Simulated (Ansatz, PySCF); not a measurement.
Spin states of H2O2Zr (SMILES [OH][Zr][OH]), each relaxed with B3LYP-D3(BJ)/def2-TZVP.
State 1 (charge 0, multiplicity 3):
```xyz
5

Zr     0.0023    -0.5244    -0.0979
O      1.3538     0.1595    -1.3299
H      1.9440     0.7180    -1.8324
O     -1.3707    -0.3323     1.2770
H     -1.9832     0.0089     1.9260
```
State 2 (charge 0, multiplicity 1):
```xyz
5

Zr    -0.037    -0.986    -0.239
O      1.291     0.082    -1.082
H      1.750     0.903    -1.260
O     -1.319    -0.326     1.000
H     -1.739     0.357     1.523
```

Singlets are restricted, other states unrestricted; no spin–orbit coupling, no relativity up to Kr; see below for the cores. The largest T1 diagnostic is 0.021.

Correlated levels freeze the inner cores; with def2 sets outer-core shells near the valence are correlated too.

Codes used: Ansatz (Gaussian orbitals); PySCF for the dispersion terms. Values without a source in brackets are computed. In def2 rows elements past Kr take small-core potentials, without spin–orbit coupling.

```tsv
level	energy of the multiplicity-1 state less that of the multiplicity-3 state (eV)
BLYP-D3(BJ)/def2-TZVPP	0.034
BLYP-D4/def2-TZVPP	0.030
r2SCAN-D3(BJ)/def2-TZVPP	0.488
r2SCAN-D4/def2-TZVPP	0.488
B3LYP-D4/def2-TZVPP	0.157
CAM-B3LYP-D4/def2-TZVPP	0.192
wB97X-V/def2-TZVPP	0.117
B2PLYP-D3(BJ)/def2-TZVPP	…
CCSD(T)/def2-SVP	…
```

Question: Complete the blanks.

Answer: 
- B2PLYP-D3(BJ)/def2-TZVPP, energy of the multiplicity-1 state less that of the multiplicity-3 state (eV): 0.095
- CCSD(T)/def2-SVP, energy of the multiplicity-1 state less that of the multiplicity-3 state (eV): -0.145

Doubts at one or more of the structures used: a restricted determinant that unrestricted orbitals would lower (B2PLYP-D3(BJ)/def2-TZVPP, CCSD(T)/def2-SVP).

Ansatz is an electronic-structure program.
